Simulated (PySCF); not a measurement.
Molfile (atoms numbered from 1):
```
C4H12OSi
     RDKit          3D

 18 17  0  0  0  0  0  0  0  0999 V2000
   -2.0986    0.0182    0.3472 C   0  0  0  0  0  0  0  0  0  0  0  0
   -0.6513    0.3062   -0.0165 C   0  0  0  0  0  0  0  0  0  0  0  0
    0.1223    0.9964    1.0975 C   0  0  0  0  0  0  0  0  0  0  0  0
    1.5851    1.2143    0.7721 C   0  0  0  0  0  0  0  0  0  0  0  0
    2.2196   -0.0288    0.5824 O   0  0  0  0  0  0  0  0  0  0  0  0
    3.7765   -0.2023    0.0252 Si  0  0  0  0  0  4  0  0  0  0  0  0
   -2.1640   -0.6417    1.2272 H   0  0  0  0  0  0  0  0  0  0  0  0
   -2.6335   -0.4760   -0.4780 H   0  0  0  0  0  0  0  0  0  0  0  0
   -2.6454    0.9439    0.5902 H   0  0  0  0  0  0  0  0  0  0  0  0
   -0.6115    0.9325   -0.9259 H   0  0  0  0  0  0  0  0  0  0  0  0
   -0.1315   -0.6320   -0.2701 H   0  0  0  0  0  0  0  0  0  0  0  0
    0.0582    0.3968    2.0222 H   0  0  0  0  0  0  0  0  0  0  0  0
   -0.3307    1.9770    1.3273 H   0  0  0  0  0  0  0  0  0  0  0  0
    1.6757    1.8367   -0.1415 H   0  0  0  0  0  0  0  0  0  0  0  0
    2.0746    1.7723    1.5933 H   0  0  0  0  0  0  0  0  0  0  0  0
    4.0184   -1.6641   -0.1054 H   0  0  0  0  0  0  0  0  0  0  0  0
    3.9437    0.4748   -1.3005 H   0  0  0  0  0  0  0  0  0  0  0  0
    4.7646    0.3975    0.9776 H   0  0  0  0  0  0  0  0  0  0  0  0
  1  2  1  0
  2  3  1  0
  3  4  1  0
  4  5  1  0
  5  6  1  0
  1  7  1  0
  1  8  1  0
  1  9  1  0
  2 10  1  0
  2 11  1  0
  3 12  1  0
  3 13  1  0
  4 14  1  0
  4 15  1  0
  6 16  1  0
  6 17  1  0
  6 18  1  0
M  END
```

Geometry: PBE0-D3(BJ)/def2-SVP; GIAO shifts from PySCF 2.14, gas phase, non-relativistic, averaged over equivalent atoms.

At PBE0/pcSseg-1 (169 basis functions, 17 s wall time on 1 thread of an Arm Neoverse V2, shared host):
```json
{"atoms": "C4", "δ (ppm)": "68.1"}
{"atoms": "C3", "δ (ppm)": "37.6"}
{"atoms": "C2", "δ (ppm)": "22.3"}
{"atoms": "C1", "δ (ppm)": "16.3"}
{"atoms": "O5", "δ (ppm)": "19.6"}
{"atoms": "Si6", "δ (ppm)": "-31.1"}
{"atoms": "H16/H17/H18", "δ (ppm)": "4.79"}
{"atoms": "H14/H15", "δ (ppm)": "3.58"}
{"atoms": "H10/H11", "δ (ppm)": "1.37"}
{"atoms": "H12/H13", "δ (ppm)": "1.31"}
{"atoms": "H7/H8/H9", "δ (ppm)": "1.00"}
```

Referencing at the same level of theory: 13C (σ = 184.41 ppm) and 29Si (σ = 351.99 ppm) and 1H (σ = 31.27 ppm) vs TMS; H2O for 17O (σ = 334.56 ppm).

Task: Estimate the result of repeating the calculation with wB97X-D/pcSseg-1.

Result: 
| atoms | δ at wB97X-D/pcSseg-1 | change |
| --- | --- | --- |
| C4 | 67.4 | -0.7 |
| C3 | 36.8 | -0.8 |
| C2 | 21.8 | -0.5 |
| C1 | 16.3 | +0.0 |
| O5 | 14.6 | -5.0 |
| Si6 | -30.8 | +0.3 |
| H16/H17/H18 | 4.71 | -0.08 |
| H14/H15 | 3.53 | -0.05 |
| H10/H11 | 1.34 | -0.03 |
| H12/H13 | 1.28 | -0.03 |
| H7/H8/H9 | 1.00 | +0.00 |

Scale: TMS for 13C (184.54 ppm) and 29Si (352.93 ppm) and 1H (31.38 ppm); 17O (333.19 ppm) against H2O (reference shieldings calculated alike).

The largest change is at O5 (oxygen bonded to C, Si). Cost: 169 basis functions, 20 s wall time on 1 thread of an Arm Neoverse V2, shared host. The order of the carbon signals is the same at both levels.

Experimental scales use liquid or dissolved standards, which lie at an offset from isolated H2O (liquid H2O: subtract about 36 ppm).
